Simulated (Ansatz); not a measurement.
ClH7N2Si2, SMILES `N[SiH2][SiH](N)Cl`. The species carries charge 0 and has multiplicity 1.

Z-matrix (Å, degrees):
```
Si
Si 1 2.336
N 1 1.727 2 104.0
H 1 1.488 2 112.2 3 -116.0
H 1 1.495 2 109.4 3 125.1
Cl 2 2.098 1 103.6 3 -56.7
N 2 1.704 1 109.2 3 65.1
H 2 1.482 1 117.8 3 -171.4
H 3 1.009 1 117.8 2 53.0
H 3 1.008 1 119.6 2 -167.9
H 7 1.008 2 121.2 1 174.1
H 7 1.008 2 119.3 1 -39.8
```

(1) Give the diagnostics of a CCSD(T)/def2-TZVPP run (frozen core, the Gaussian-basis code of Ansatz). (Estimate.)

Results:

(1) The calculation gave: T1 = 0.0105, largest single amplitude 0.011, largest double 0.012, (T) share of the correlation energy 3.8 %, 9 CCSD cycles. The RHF solution is stable towards an unrestricted one. T1 lies under the customary mark of 0.02 for closed shells.
